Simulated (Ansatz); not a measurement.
Consider the atomization: `[BH2][GeH2][Cl]` → B• + Cl• + Ge• + 4 H•.

Program: Ansatz. Geometries: PBE0-D4/def2-TZVP. ΔE: electronic, gas phase. CBS: MP2 limit from def2 TZ/QZ plus the TZ coupled-cluster correction, frozen cores. This one scheme is used for every species, atoms too. Open shells (•) are unrestricted, without spin–orbit coupling. Spin–orbit coupling would lower the free atoms: a little for B, Cl; clearly for Ge. Bonds to Ge are less sure, by a few kJ/mol each and by 10 to 20 or more in all where they break to atoms, as the def2 sets lack core-valence functions. Scalar relativity is left out up to krypton.

```tsv
species	CCSD(T)/CBS(def2) energy (Eh)
`[BH2][GeH2][Cl]`	-2563.08808
B•	-24.60433
Cl•	-459.70966
Ge•	-2076.01830
H•	-0.50000
```

(1) Work out ΔE.

Largest T1 diagnostic among the species: 0.014.

Results:

(1) ΔE = 4 × (-0.50000) + (-24.60433) + (-459.70966) + (-2076.01830) − (-2563.08808) = 0.75579 Eh = +1984.3 kJ/mol.

From r2SCAN to r2SCAN0 (25 % exact exchange), in def2-TZVPP and without D4, ΔE moves by −17.0 kJ/mol: exact exchange takes away binding that semilocal exchange gives to molecules. At CCSD(T), def2-SVP lies −123.9 kJ/mol from the extrapolated value and def2-TZVPP −37.0 kJ/mol: correlation converges slowly with the basis, and small sets miss more of it in the bonded molecule than in its fragments.

For atomizations the MP2-based limit and the directly extrapolated one differ by several kJ/mol either way, and by 10 to 25 for some Ge, Se and Sn compounds, so smaller differences from it don't rank the levels.
